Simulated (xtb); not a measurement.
CBr, doublet, from a rough starting geometry; xtb with GFN2-xTB.

The xtb input:
```
$ xtb mol.xyz --gfn 2 --uhf 1 --opt vtight --json

# file mol.xyz
2

C      0.01062027    -0.01571137    -0.89993157
Br    -0.07237963     0.02940629     0.91264631
```

Q: Predict the main parts of the log of this xtb run.

A: 
```
   ID    Z sym.   atoms
    1    6 C      1
    2   35 Br     2

           -------------------------------------------------
          |                Calculation Setup                |
           -------------------------------------------------

           -------------------------------------------------
          |                 G F N 2 - x T B                 |
           -------------------------------------------------

          ...................................................
          :                      SETUP                      :
          :.................................................:
          :  # basis functions                  14          :
          :  # atomic orbitals                  13          :
          :  # shells                            5          :
          :  # electrons                        11          :
          :  max. iterations                   250          :
          :  Hamiltonian                  GFN2-xTB          :
          :  restarted?                      false          :
          :  GBSA solvation                  false          :
          :  PC potential                    false          :
          :  electronic temp.          300.0000000     K    :
          :  accuracy                    1.0000000          :
          :  -> integral cutoff          0.2500000E+02      :
          :  -> integral neglect         0.1000000E-07      :
          :  -> SCF convergence          0.1000000E-05 Eh   :
          :  -> wf. convergence          0.1000000E-03 e    :
          :  Broyden damping             0.4000000          :
          :  net charge                          0          :
          :  unpaired electrons                  1          :
          ...................................................

 iter      E             dE          RMSdq      gap      omega  full diag
   1     -6.0121796 -0.601218E+01  0.107E+01    0.00       0.0  T
   2     -6.0057675  0.641210E-02  0.626E+00    0.00       1.0  T
   3     -5.9623616  0.434059E-01  0.632E+00    0.00       1.0  T
   4     -6.0292539 -0.668923E-01  0.235E+00    0.00       1.0  T
   5     -6.0290592  0.194667E-03  0.288E+00    0.00       1.0  T
   6     -6.0306904 -0.163113E-02  0.377E-01    0.00       1.0  T
   7     -6.0307322 -0.418154E-04  0.354E-01    0.00       1.0  T
   8     -6.0304132  0.318951E-03  0.451E-01    0.00       1.0  T
   9     -6.0309793 -0.566034E-03  0.118E-01    0.00       1.0  T
  10     -6.0309850 -0.569222E-05  0.274E-02    0.00       2.6  T
  11     -6.0309869 -0.190680E-05  0.637E-03    0.00      11.1  T
  12     -6.0309870 -0.978278E-07  0.101E-03    0.00      69.9  T
  13     -6.0309870 -0.155853E-09  0.341E-05    0.00    2072.7  T
  14     -6.0309870  0.621725E-13  0.210E-05    0.00    3365.0  T

   *** convergence criteria satisfied after 14 iterations ***

         :::::::::::::::::::::::::::::::::::::::::::::::::::::
         ::                     SUMMARY                     ::
         :::::::::::::::::::::::::::::::::::::::::::::::::::::
         :: total energy              -6.018415269361 Eh    ::
         :: gradient norm              0.034794674357 Eh/a0 ::
         :: HOMO-LUMO gap              0.000000000000 eV    ::
         ::.................................................::
         :: SCC energy                -6.030986962547 Eh    ::
         :: -> isotropic ES           -0.012308720397 Eh    ::
         :: -> anisotropic ES          0.000141004269 Eh    ::
         :: -> anisotropic XC          0.000954714514 Eh    ::
         :: -> dispersion             -0.000624077919 Eh    ::
         :: repulsion energy           0.012571693185 Eh    ::
         :: add. restraining           0.000000000000 Eh    ::
         :: total charge               0.000000000000 e     ::
         :::::::::::::::::::::::::::::::::::::::::::::::::::::

      -----------------------------------------------------------
     |                   =====================                   |
     |                        A N C O P T                        |
     |                   =====================                   |
     |               Approximate Normal Coordinate               |
     |                Rational Function Optimizer                |
      -----------------------------------------------------------
      -----------------------------------------------------------
     |                   =====================                   |
     |                        A N C O P T                        |
     |                   =====================                   |
     |               Approximate Normal Coordinate               |
     |                Rational Function Optimizer                |
      -----------------------------------------------------------

          ...................................................
          :                      SETUP                      :
          :.................................................:
          :   optimization level         verytight          :
          :   max. optcycles                   200          :
          :   ANC micro-cycles                  20          :
          :   degrees of freedom                 1          :
          :.................................................:
          :   RF solver                   davidson          :
          :   write xtbopt.log                true          :
          :   linear (good luck)              true          :
          :   energy convergence         0.1000000E-06 Eh   :
          :   grad. convergence          0.2000000E-03 Eh/α :
          :   maxmium RF displ.          1.0000000          :
          :   Hlow (freq-cutoff)         0.1000000E-01      :
          :   Hmax (freq-cutoff)         5.0000000          :
          :   S6 in model hess.         20.0000000          :
          ...................................................

generating ANC from exact Hessian ...
Using Lindh-Hessian (1995)
[...]
 * total energy  :    -6.0184153 Eh     change       -0.3419487E-12 Eh
 * total energy  :    -6.0195548 Eh     change       -0.1139489E-02 Eh
 * total energy  :    -6.0197343 Eh     change       -0.1795653E-03 Eh
 * total energy  :    -6.0197414 Eh     change       -0.7056291E-05 Eh
 * total energy  :    -6.0197414 Eh     change       -0.2261809E-07 Eh
   *** GEOMETRY OPTIMIZATION CONVERGED AFTER 5 ITERATIONS ***
[...]
           -------------------------------------------------

          ...................................................
          :                      SETUP                      :
          :.................................................:
          :  # basis functions                  14          :
          :  # atomic orbitals                  13          :
          :  # shells                            5          :
          :  # electrons                        11          :
          :  max. iterations                   250          :
          :  Hamiltonian                  GFN2-xTB          :
          :  restarted?                      false          :
          :  GBSA solvation                  false          :
          :  PC potential                    false          :
          :  electronic temp.          300.0000000     K    :
          :  accuracy                    1.0000000          :
          :  -> integral cutoff          0.2500000E+02      :
          :  -> integral neglect         0.1000000E-07      :
          :  -> SCF convergence          0.1000000E-05 Eh   :
          :  -> wf. convergence          0.1000000E-03 e    :
          :  Broyden damping             0.4000000          :
          :  net charge                          0          :
          :  unpaired electrons                  1          :
          ...................................................

 iter      E             dE          RMSdq      gap      omega  full diag
   1     -6.0382721 -0.603827E+01  0.762E-06    0.00       0.0  T
   2     -6.0382721  0.444089E-14  0.516E-06    0.00   13711.6  T
   3     -6.0382721  0.168754E-13  0.698E-06    0.00   10135.7  T

   *** convergence criteria satisfied after 3 iterations ***

         :::::::::::::::::::::::::::::::::::::::::::::::::::::
         ::                     SUMMARY                     ::
         :::::::::::::::::::::::::::::::::::::::::::::::::::::
         :: total energy              -6.019741403034 Eh    ::
         :: gradient norm              0.000087030664 Eh/a0 ::
         :: HOMO-LUMO gap              0.000000000000 eV    ::
         ::.................................................::
         :: SCC energy                -6.038272109959 Eh    ::
         :: -> isotropic ES           -0.010433324308 Eh    ::
         :: -> anisotropic ES          0.000222738821 Eh    ::
         :: -> anisotropic XC          0.000999427037 Eh    ::
         :: -> dispersion             -0.000625080768 Eh    ::
         :: repulsion energy           0.018530706925 Eh    ::
         :: add. restraining           0.000000000000 Eh    ::
         :: total charge              -0.000000000000 e     ::
         :::::::::::::::::::::::::::::::::::::::::::::::::::::

           -------------------------------------------------
          |                Property Printout                |
           -------------------------------------------------

    * Orbital Energies and Occupations

         #    Occupation            Energy/Eh            Energy/eV
      -------------------------------------------------------------
         1        2.0000           -0.8822699             -24.0078
         2        2.0000           -0.6029871             -16.4081
         3        2.0000           -0.4993689             -13.5885
         4        2.0000           -0.4993689             -13.5885
         5        2.0000           -0.4751575             -12.9297
         6        0.5000           -0.3613558              -9.8330 (HOMO)
         7        0.5000           -0.3613558              -9.8330 (LUMO)
         8                         -0.1754800              -4.7751
         9                         -0.0262194              -0.7135
        10                         -0.0262194              -0.7135
        11                          0.0486936               1.3250
        12                          0.0486936               1.3250
        13                          0.6653483              18.1050
      -------------------------------------------------------------
                  HL-Gap            0.0000000 Eh            0.0000 eV
             Fermi-level           -0.3898062 Eh          -10.6072 eV

     #   Z          covCN         q      C6AA      α(0)
     1   6 C        0.921    -0.086    38.189    10.348
     2  35 Br       0.921     0.086   182.573    21.786

 Mol. C6AA /au·bohr⁶  :        387.721834
 Mol. C8AA /au·bohr⁸  :      19788.143128
 Mol. α(0) /au        :         32.133589

Wiberg/Mayer (AO) data.
largest (>0.10) Wiberg bond orders for each atom

 ---------------------------------------------------------------------------
     #   Z sym  total        # sym  WBO       # sym  WBO       # sym  WBO
 ---------------------------------------------------------------------------
     1   6 C    1.809 --     2 Br   1.809
     2  35 Br   1.809 --     1 C    1.809
 ---------------------------------------------------------------------------

Topologies differ in total number of bonds
Writing topology from bond orders to xtbtopo.mol

molecular dipole:
                 x           y           z       tot (Debye)
 q only:       -0.013       0.007       0.285
   full:       -0.029       0.016       0.626       1.593
molecular quadrupole (traceless):
                xx          xy          yy          xz          yz          zz
 q only:       -0.002      -0.001      -0.004      -0.025       0.006       0.006
  q+dip:        0.501      -0.000       0.498       0.014      -0.025      -0.999
   full:        0.953       0.001       0.953       0.077      -0.059      -1.906

optimized geometry written to: xtbopt.xyz

           -------------------------------------------------
          | TOTAL ENERGY               -6.019741403034 Eh   |
          | GRADIENT NORM               0.000087030664 Eh/α |
          | HOMO-LUMO GAP               0.000000000000 eV   |
           -------------------------------------------------
```
